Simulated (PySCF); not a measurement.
A structure optimised at PBE-D3(BJ)/def2-SVP, used in a PySCF frequency run:

```
Sn
H 1 1.7226
N 1 2.0568 2 111.25
H 3 1.0301 1 110.79 2 -90.90
H 3 1.0306 4 106.21 1 118.50
N 1 2.0577 2 110.40 3 116.61
H 6 1.0300 1 110.33 2 41.66
H 6 1.0301 7 105.87 1 -119.59
Br 1 2.5568 2 107.60 6 122.84
```
Charge 0, spin multiplicity 1.

Task: Write its SMILES and formula.

Result: [NH2][SnH]([NH2])[Br], BrH5N2Sn

Task: What are its rotational constants (standard atomic weights)?

Result: 4.1598, 1.1681, 1.0187 GHz
